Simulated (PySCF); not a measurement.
An equivalent PySCF input for Mg (magnesium, neutral), [Ne] 3s2, closed-shell 1S, with the spin-free X2C one-electron Hamiltonian (Gaussian nucleus):

```python
from pyscf import gto, scf, dft, mp, cc
import basis_set_exchange as bse
mol = gto.M(atom="Mg 0 0 0", charge=0, spin=0, symmetry="D2h",
            basis=gto.basis.parse(bse.get_basis("jorge-DZP-DKH", elements=["Mg"], fmt="nwchem", header=False)),
            nucmod="G")
mf = dft.UKS(mol, xc="LDA,VWN").sfx2c1e()
mf.irrep_nelec = {'Ag': (3, 3), 'B1u': (1, 1), 'B2u': (1, 1), 'B3u': (1, 1)}
mf.kernel()
```

It reaches the same state as the run whose output follows, with an energy that differs only through the grid. The run itself started from symmetry-adapted Hartree-Fock orbitals and held the occupation by maximum overlap, on a logarithmic radial grid, so the iterations belong to that start.

```
SCF conv_tol = 1e-09
number electrons alpha = 6  beta = 6
XC functionals = LDA,VWN
    P. A. M. Dirac.,  Math. Proc. Cambridge Philos. Soc. 26, 376 (1930)
    F. Bloch.,  Z. Phys. 57, 545 (1929)
    S. H. Vosko, L. Wilk, and M. Nusair.,  Can. J. Phys. 58, 1200 (1980)
cycle= 1 E= -199.428745397967  delta_E= -0.00822  |g|= 0.0775  |ddm|= 0.233
cycle= 2 E= -199.429230268587  delta_E= -0.000485  |g|= 0.0437  |ddm|= 0.0517
cycle= 3 E= -199.42957629428  delta_E= -0.000346  |g|= 0.003  |ddm|= 0.0316
cycle= 4 E= -199.429578571646  delta_E= -2.28e-06  |g|= 0.000115  |ddm|= 0.00577
cycle= 5 E= -199.429578580043  delta_E= -8.4e-09  |g|= 2.61e-07  |ddm|= 0.000535
cycle= 6 E= -199.429578580044  delta_E= -8.53e-14  |g|= 5.92e-09  |ddm|= 1.99e-06
converged SCF energy = -199.429578580044  <S^2> = -9.7699626e-15  2S+1 = 1
```
